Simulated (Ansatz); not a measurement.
# A basis-limit estimate, worked out

An elementary step of Si$_{3}$H$_{9}$O, doublet (Si₂H₆O ([SiH3][O][SiH3]) + SiH₃ → Si₂H₅O ([SiH2][O][SiH3]) + SiH₄; bonds formed: H1–Si5; bonds broken: H1–Si2). “Start” is the structure reached by relaxing down from the saddle towards the reactants; PBE0-D4/def2-TZVP structures. The saddle:

```
atom    x (Å)    y (Å)    z (Å)
  H1   0.7298  -1.0924  -0.4404
 Si2   1.3438  -0.5619   1.1488
  O3   0.3444   0.6986   1.4441
 Si4  -0.9113   1.6375   0.9808
 Si5  -0.2013  -1.1867  -1.9450
  H6   2.7481  -0.0658   1.1011
  H7   1.1853  -1.5724   2.2326
  H8  -2.0547   0.7892   0.5501
  H9  -1.3184   2.4704   2.1389
 H10  -0.5064   2.5147  -0.1480
 H11  -0.7422   0.1628  -2.2651
 H12  -1.3191  -2.1513  -1.7621
 H13   0.7019  -1.6428  -3.0362
```

Program: Ansatz 0.2.0. Basis: def2-TZVPP and def2-QZVPP. Cores are frozen in the correlated methods; orbitals are unrestricted.

Energies in eV:

| quantity | saddle | start |
| --- | --- | --- |
| Hartree–Fock, triple zeta (X = 3) | -25768.21142 | -25769.12513 |
| Hartree–Fock, quadruple zeta (X = 4) | -25769.08872 | -25770.00395 |
| MP2 correlation, X = 3 | -16.97756 | -16.71560 |
| MP2 correlation, X = 4 | -18.26194 | -17.98715 |
| CCSD(T) correlation, X = 3 | -19.49288 | -19.16893 |

**Question.** Work out the barrier at the basis limit: extrapolate Hartree–Fock as E(X) = E∞ + A exp(−7.88 √X) and the MP2 correlation as E(X) = E∞ + B X^−2.97 (the exponents that Neese and Valeev fitted for def2-TZVPP and QZVPP), then add CCSD(T) − MP2 in triple zeta.

**Answer.** Each step is linear, so take the differences first (saddle − start): Hartree–Fock 0.91371 (X = 3) and 0.91523 (X = 4); MP2 correlation -0.26196 and -0.27479; CCSD(T) correlation -0.32395.
Two points give E∞ = E(4) + w [E(4) − E(3)], with w = 1/(exp(7.88 (2 − √3)) − 1) = 0.1377 for Hartree–Fock and w = 1/((4/3)^2.97 − 1) = 0.7407 for the correlation.
Hartree–Fock: 0.91523 + 0.1377 × 0.00152 = 0.9154 eV.
MP2 correlation: -0.27479 + 0.7407 × (-0.01283) = -0.2843 eV.
CCSD(T) − MP2: -0.32395 − (-0.26196) = -0.0620 eV.
Sum: 0.9154 + (-0.2843) + (-0.0620) = 0.5691 eV, or 13.12 kcal/mol. Plain CCSD(T) in triple zeta gives 0.5898 eV, so the larger basis shifts the result by -0.0207 eV.

The T1 diagnostic stays at or below 0.015. ⟨S²⟩ of the unrestricted Hartree–Fock references: 0.75 to 0.78 (a pure state has 0.75).

Radical steps of this kind take place in plasma deposition and etching.

Labels in which every atom is bracketed show which atoms are joined, not bond orders.

For scale, one of the runs: CCSD(T)/def2-TZVPP, 283 basis functions, launched by `ansatz run in.yaml --threads 4 --pin off --events-out ev --progress --plain --max-ram 46080MiB --backend cuda --devices 0, --max-vram 37GiB`. The run took 47 s on 4 CPU threads of an AMD EPYC 7R13 and a share of one NVIDIA H100 (shared host), with 1.2 GiB of host memory at its peak.
